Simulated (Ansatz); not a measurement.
Correlation energies of C3H3FO2Sn, SMILES `[F][Sn-]1[O]C=CC=[O+]1` by basis set

```xyz
10

F    -0.812    2.496   -0.877
Sn    0.107    2.258    0.826
O     1.461    0.865   -0.122
C     1.179   -0.306   -0.505
C     0.038   -1.044   -0.214
C    -0.987   -0.614    0.621
O    -1.092    0.501    1.206
H     1.942   -0.791   -1.126
H    -0.036   -2.040   -0.629
H    -1.799   -1.325    0.820
```

Total charge 0; spin multiplicity 1. Correlated methods include outer-core shells of Sn, which these sets cover unevenly. Sn takes the def2 core potential. Geometry: relaxed with PBE0-D4/def2-TZVP. Frozen core, restricted reference, Ansatz 0.2.0.

```json
{"basis": "def2-SVP", "HF (Eh)": "-577.65319", "MP2 corr.": "?", "CCSD corr.": "-1.05128", "(T)": "-0.03556", "CCSD(T) total": "?"}
{"basis": "def2-TZVPP", "HF (Eh)": "?", "MP2 corr.": "-1.48374", "CCSD corr.": "–", "(T)": "–", "CCSD(T) total": "–"}
{"basis": "def2-QZVPP", "HF (Eh)": "?", "MP2 corr.": "?", "CCSD corr.": "–", "(T)": "–", "CCSD(T) total": "–"}
```

Question: Fill in the withheld values. (Best estimate.)

Answer: The calculation gave: def2-SVP MP2 corr.: -1.02029; def2-SVP CCSD(T) total: -578.74003; def2-TZVPP HF (Eh): -578.10449; def2-QZVPP HF (Eh): -578.12424; def2-QZVPP MP2 corr.: -1.79076.
